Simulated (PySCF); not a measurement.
C₄H₉PSi₂.
Structure used (GFN2-xTB), in Å, numbered top down from 1:
```
atom  x, y, z in Å
C1    -1.251    2.459    0.187
C2    -0.845    1.336    0.074
C3    -0.339   -0.001   -0.061
C4    -1.478   -0.954   -0.428
Si5    1.156   -0.101   -1.303
P6     2.498   -1.005    0.277
Si7    0.650   -0.583    1.511
H8    -1.618    3.437    0.285
H9    -2.245   -0.950    0.345
H10   -1.104   -1.971   -0.535
H11   -1.939   -0.656   -1.369
H12    0.906   -1.041   -2.396
H13    1.564    1.210   -1.805
H14    3.149    0.170    0.597
H15    0.102   -1.809    2.092
H16    0.788    0.469    2.517
```

The calculation used PySCF 2.14.0, density-fitted response routines, TDDFT B3LYP/def2-SVPD, vertical, gas phase, core orbitals frozen in the response.

Computed states:

```csv
state,E (eV),f
S1,4.77,0.017
S2,4.99,0.0012
S3,5.40,0.0069
S4,5.48,0.0073
S5,5.67,0.0020
S6,5.81,0.013
S7,5.96,0.063
S8,6.06,0.0097
```

Broadening: Gaussians 0.25 eV wide at half height, area fixed by f = 4.319×10⁻⁹ ∫ε dν̃. The width is an assumption, not a result. The curve ends short of the highest state used, and states not computed would add to its high-energy end.

**Question.** What does the envelope look like, and where are its maxima?

**Answer.** 
(λ (nm), ε (L mol⁻¹ cm⁻¹)): (227.0, 1462), (228.3, 1463), (229.6, 1368), (230.9, 1194), (232.1, 991), (233.4, 760), (234.7, 547), (236.0, 372), (237.2, 252), (238.5, 164), (239.8, 115), (241.1, 97), (242.3, 100), (243.6, 121), (244.9, 159), (246.2, 214), (247.4, 285), (248.7, 391), (250.0, 533), (251.3, 717), (252.5, 920), (253.8, 1164), (255.1, 1411), (256.4, 1634), (257.6, 1791), (258.9, 1887), (260.2, 1893), (261.5, 1809), (262.7, 1663), (264.0, 1452), (265.3, 1211), (266.6, 966), (267.8, 755), (269.1, 555), (270.4, 392), (271.7, 266), (272.9, 179), (274.2, 113), (275.5, 69), (276.8, 40), (278.1, 23), (279.3, 13), (280.6, 7), (281.9, 4)

Maxima: 260 nm (4.78 eV), ε about 1900, made up of S1 (99%); 228 nm (5.45 eV), ε about 1500, made up of S3 (47%) and S4 (51%) (ε in L mol⁻¹ cm⁻¹; maxima over ε = 5, shares over 10%).

**Question.** Coming from long wavelengths, where does ε first pass 100 L mol⁻¹ cm⁻¹?

**Answer.** At about 275 nm (4.52 eV), 0.26 eV below S1.

**Question.** What would ε be at 4.78 eV, the highest of these maxima, with half the width (0.125 eV)?

**Answer.** About 3750 L mol⁻¹ cm⁻¹ against 1900, a factor of about 1.97; a lone state at its own centre would give exactly 2.

**Question.** On this curve, what absorbance would a 10⁻⁵ mol/L sample give at 266 nm over a 1 cm path?

**Answer.** 266 nm is 4.661 eV, where ε is about 1100 L mol⁻¹ cm⁻¹, so A = ε c l ≈ 0.011 (Beer–Lambert, with the gas-phase spectrum and the assumed width).

On an Arm Neoverse V2 with one thread, on a shared host, this took 50 s of wall time (with the writing of density and orbital grids) and 0.84 GiB of memory at its peak.
